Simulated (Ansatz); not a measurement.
Cartesian coordinates (Å):
```xyz
8

Ta     0.2941     0.0741    -0.1218
O     -1.3810    -0.2615     0.2345
O      1.3640    -0.5487     1.3541
H      1.0977    -0.9851     2.1820
O      0.4978     1.9768    -0.3470
H     -0.1643     2.6871    -0.2837
O      0.7666    -0.8551    -1.7421
H      0.2285    -1.4317    -2.3120
```
Charge 0, spin multiplicity 1.

Level of theory: Ansatz (a first-principles code) with frozen-core CCSD(T)/def2-TZVPP // BP86-D3(BJ)/def2-SVP.

```
Item                            Value
----------------------  -------------
HF energy               -357.97248 Ha
MP2 correlation energy    -1.38266 Ha
```

Q: Estimate the CCSD correlation energy, the (T) correction, the total energy and the T1 diagnostic.

A: 
```json
{
 "CCSD correlation energy": "-1.35065 Ha",
 "(T) correction": "-0.06305 Ha",
 "CCSD(T) total energy": "-359.38618 Ha",
 "T1 diagnostic": "0.021"
}
```
